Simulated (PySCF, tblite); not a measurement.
Species: C₆H₈NOPS.
Numbering: `[CH3:1][O:2][c:3]1[n:4][c:5]([S:6][CH3:7])[cH:8][cH:9][p:10]1` (hydrogens: H11, H12, H13 on C1; H14, H15, H16 on C7; H17 on C8; H18 on C9)

Structure optimised with GFN2-xTB, isolated species.

(1) List the bond lengths, angles and torsions at this level.

Results:

(1) 
```csv
bond,length (pm)
C1–O2,141.3
O2–C3,134.2
C3–N4,130.8
N4–C5,132.6
C5–S6,175.6
S6–C7,181.2
C5–C8,139.1
C8–C9,137.7
C9–P10,173.7
C3–P10,176.6
"C1–H11, C1–H12, C1–H13",109.1
"C7–H14, C7–H15, C7–H16",108.5
C8–H17,108.0
C9–H18,108.2
```

Bonds in one row agree within 1 pm and their mean is given. A selection of angles:
```csv
angle,degrees
O2–C1–H11,106.0
O2–C1–H12,110.7
H11–C1–H12,110.4
C1–O2–C3,117.2
O2–C3–N4,118.8
O2–C3–P10,112.3
N4–C3–P10,128.9
C3–N4–C5,121.9
N4–C5–S6,116.4
N4–C5–C8,125.3
S6–C5–C8,118.3
C5–S6–C7,101.0
S6–C7–H14,109.0
S6–C7–H16,106.6
H14–C7–H15,110.5
H14–C7–H16,110.8
C5–C8–C9,121.6
C5–C8–H17,118.0
C9–C8–H17,120.4
C8–C9–P10,125.7
C8–C9–H18,118.1
P10–C9–H18,116.2
C3–P10–C9,96.7
```

Torsions: C1–O2–C3–N4 0° (synperiplanar); N4–C5–S6–C7 0° (synperiplanar).

The 6-membered ring C3–N4–C5–C8–C9–P10 has internal angles of 96.7° to 128.9° (sum 720°, against 720° for a flat polygon); it is planar, 0.00 Å rms from its mean plane, widest ring torsion 0°. Of the pairs four or more bonds apart, N4···H12 is among the closest relative to their van der Waals radii: 2.60 Å, 94 % of the sum of Bondi's values. The 10 heavy atoms lie in one plane (0.001 Å rms). The C–P distances run from 1.737 Å (C9–P10, aromatic) to 1.766 Å (C3–P10, aromatic), a spread of 0.029 Å. The C–O distances run from 1.342 Å (O2–C3, drawn single) to 1.413 Å (C1–O2, drawn single), a spread of 0.071 Å. The C–S distances run from 1.756 Å (C5–S6, drawn single) to 1.812 Å (S6–C7, drawn single), a spread of 0.056 Å.

Point group: Cs (tolerance 0.08 Å). Its GFN2-xTB frequencies are all real (lowest 51 cm⁻¹). The numbers are those of one conformer.

The numbers are calculated, not measured.
